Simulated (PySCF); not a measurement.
CdClI. Atoms are numbered in the order given.

```xyz
3

Cd     0.0000     0.0000    -0.8275
Cl     0.0000     0.0000    -3.1047
I      0.0000     0.0000     1.7453
```
Charge 0, spin multiplicity 1.

Geometry: PBE0-D3(BJ)/def2-TZVP. The def2 effective core potentials stand for the cores of Cd, I; spin–orbit coupling is left out.

All values below come from C-PCM-B3LYP/def2-SVP run with PySCF.

The values are the electrostatic part of the solvation free energy, E(continuum) − E(gas) at the gas-phase geometry, in a cavity of scaled van der Waals radii (PySCF's table); cavitation and dispersion terms are not included. A continuum can't describe solvent molecules that bind to the metal. In vacuum the orbital gap is 5.12 eV. The dipole moment in vacuum is 0.64 D.

```tsv
solvent	ε	ΔG(elec) (kcal/mol)	dipole (D)	gap (eV)
water	78.36	-14.0	0.22	5.61
dimethylsulfoxide	46.83	-13.8	0.22	5.61
diethylether	4.24	-10.2	0.37	5.47
```
